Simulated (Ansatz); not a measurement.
One geometry of Ru₄⁻, several levels of theory.

```yaml
crystal:
  periodic: [false, false, false]
  atoms:
    - {symbol: Ru, position_ang: [0.039071, -0.149573, 1.444698]}
    - {symbol: Ru, position_ang: [-0.974696, 0.240986, -1.129042]}
    - {symbol: Ru, position_ang: [0.784393, 1.585246, 0.114902]}
    - {symbol: Ru, position_ang: [0.151232, -1.676659, -0.430558]}
basis:
  gaussian: {orbitals: def2-TZVPD, initial_orbitals: start.molden}
total_charge: -1
magnetization: {spin_polarized: true, initial_magnetization: 1}
hamiltonian: {xc: {name: wB97X-V}}
scf: {omitted_lower_state_checks: [starts]}
output: {orbitals: {seedname: orbitals}}
```

The file start.molden holds the orbitals of an earlier run on this structure, at another level or in another basis.

```sh
$ ansatz run in.yaml --threads 4 --pin off --events-out ev --progress --plain --max-ram 3916MiB
```

It prints (some lines left out):

```
Functional definition: wB97X-V
1460 factors; their error is unknown
320 factors; integrals over basis functions are off by at most 1.5e-5 eV
mean field evaluation 1: about -10319.9102 eV, gradient 3.9e0 eV
mean field evaluation 2: about -10320.1418 eV, gradient 6.8e-1 eV
mean field evaluation 4: about -10320.1949 eV, gradient 1.9e-1 eV
mean field evaluation 8: about -10320.1972 eV, gradient 1.7e-2 eV
mean field evaluation 16: about -10320.1972 eV, gradient 4.9e-6 eV
mean field -10320.19721989 eV, -379.2602525500 hartree, gradient 4.9e-6 eV, S^2 5.757745; 0 other end points of the search recorded, 0 dependent functions left out
reference -10320.19721979 eV, -379.2602525463 hartree; 33, 32 occupied and 127, 128 virtual orbitals, 1460 factors
Total energy: -10320.19721979 eV, -379.2602525463 hartree
Checks for a lower state left out: starts
```

Run time 1.7 min (4 threads of Arm Neoverse V2 on a shared host), peak host memory 1.3 GiB.

The first input with `hamiltonian: {xc: {name: LC-wPBE}}` (abridged; 27 s):

```
Functional definition: LC-wPBE
mean field -10325.97381778 eV, -379.4725386069 hartree, gradient 9.8e-6 eV, S^2 6.270303
Total energy: -10325.97381778 eV, -379.4725386071 hartree
Checks for a lower state left out: starts
```

First input, but with `gaussian: {orbitals: STO-3G}`, `hamiltonian: {xc: hf}` (abridged; 48 s):

```
Functional definition: HF
mean field evaluation 16: about -478661.4969 eV, gradient 6.0e0 eV
mean field evaluation 32: about -478666.1371 eV, gradient 1.3e-1 eV
mean field -478666.13136952 eV, -17590.6558762730 hartree, gradient 8.0e-6 eV, S^2 8.285245
Total energy: -478666.13136952 eV, -17590.6558762730 hartree
Checks for a lower state left out: starts
```

First input, but with `correlation: {method: mp2}` and without the key `hamiltonian` (abridged; 20 s):

```
Functional definition: HF
mean field evaluation 16: about -10242.5374 eV, gradient 9.6e-2 eV
mean field evaluation 32: about -10242.5515 eV, gradient 8.0e-2 eV
mean field -10242.55239293 eV, -376.4068577888 hartree, gradient 2.5e-6 eV, S^2 7.600828
second order -46.03109833 eV of doubles, -0.00000000 eV of singles
Total energy: -10288.58349126 eV, -378.0984694514 hartree
Checks for a lower state left out: starts
```

The first input with `hamiltonian: {xc: r2scan, dispersion: d4}`, `output: {forces: true, orbitals: {seedname: orbitals}}` (abridged; 45 s):

```
Functional definition: r2SCAN
mean field evaluation 16: about -10333.4595 eV, gradient 1.5e-5 eV
mean field -10333.45948015 eV, -379.7476316251 hartree, gradient 2.7e-6 eV, S^2 5.162856
Total energy: -10333.50620959 eV, -379.7493489004 hartree
Atom 0 force     0.068703     0.131974    -0.877455 eV/Å
Atom 1 force     0.741159    -0.069800     0.700467 eV/Å
Atom 2 force    -0.601078    -0.786925    -0.041784 eV/Å
Atom 3 force    -0.208784     0.724751     0.218772 eV/Å
Dipole moment:    -0.005697     0.070605    -0.070339 e Å
Checks for a lower state left out: starts
```

As the first input, with `hamiltonian: {xc: pbe}`, `correlation: {method: rpa}` and without the key `output` (abridged; 18 s):

```
Functional definition: PBE
mean field evaluation 16: about -10332.9965 eV, gradient 5.8e-5 eV
mean field -10332.99645737 eV, -379.7306158517 hartree, gradient 2.6e-6 eV, S^2 3.734295
Total energy: -10308.04080090 eV, -378.8135123920 hartree
Checks for a lower state left out: starts
```

The first input with `hamiltonian: {xc: lda}` (abridged; 8.5 s):

```
Functional definition: SPW92
mean field evaluation 16: about -10312.9165 eV, gradient 2.4e-5 eV
mean field -10312.91649111 eV, -378.9926907026 hartree, gradient 2.9e-6 eV, S^2 3.243737
Total energy: -10312.91652176 eV, -378.9926918287 hartree
Checks for a lower state left out: starts
```

Geometry: PBE0-D4/def2-SVPD.

In the def2 sets Ru takes a core potential, while STO-3G treats all electrons; there is no spin–orbit coupling. LC-ωPBE has ω = 0.4 bohr⁻¹. Correlated methods freeze no core orbitals; core or outer-core shells of Ru are correlated, in sets that lack core-valence functions. At ωB97X-V/def2-TZVPD, LC-ωPBE/def2-TZVPD, HF/STO-3G, MP2/def2-TZVPD and others the charge -1 doublet is spin-contaminated (final ⟨S²⟩ up to 8.29, 0.75 for a pure state). At HF/STO-3G, r2SCAN-D4/def2-TZVPD, LDA (SPW92)/def2-TZVPD the highest occupied level of the charge -1 doublet lies above zero (up to 1.09 eV). In Hartree–Fock with STO-3G the lack of diffuse functions raises the level. It is a level of β spin, whose loss leaves a triplet; that state wasn't run at this geometry and level. The electron is either unbound and held by the finite basis, or the level is raised by self-interaction error. At LDA (SPW92)/def2-TZVPD the gap within one spin of the charge -1 doublet nearly closes, so an electron or hole may be smeared out by delocalisation error. The geometry of the doublet was relaxed on an unsound state (⟨S²⟩ 5.50, where a pure state has 0.75). At PBE0-D4/def2-TZVPD a quartet of charge -1 lies 0.40 eV below the doublet, each at its own geometry. That quartet is doubtful there (⟨S²⟩ 7.17, where a pure state has 3.75). The structure comes from a short search, and lower isomers may exist.
